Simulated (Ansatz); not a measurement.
trans-NiH2(NH3)2 (NiN2H8). Total charge 0; singlet. Geometry B3LYP-D4/def2-SVP, basis def2-TZVP, Ansatz.

```
run  HOMO (eV)  LUMO (eV)
  A      -3.33      -0.93
  B      -7.87       1.99
  C      -6.55       0.85
  D      -4.77      -0.40
  E      -3.44      -1.40
  F      -5.36       0.26
```

LC-ωPBE has ω = 0.4 bohr⁻¹. HSE06 is defined as in plane-wave codes, on full-range PBE exchange.

Q: The runs used CAM-B3LYP, HSE06, LC-ωPBE, LDA (SPW92), r2SCAN, r2SCAN0. Estimate which is which.

A: A r2SCAN (0 % exact exchange); B LC-ωPBE (range-separated); C CAM-B3LYP (range-separated); D HSE06 (range-separated); E LDA (SPW92) (0 % exact exchange); F r2SCAN0 (25 % exact exchange). Exact exchange lowers occupied and raises empty levels; among semilocal functionals meta-GGAs tend to open the gap a little, and such runs are hard to tell apart. The gap grows from 2.04 eV (LDA (SPW92)) to 9.86 eV (LC-ωPBE).
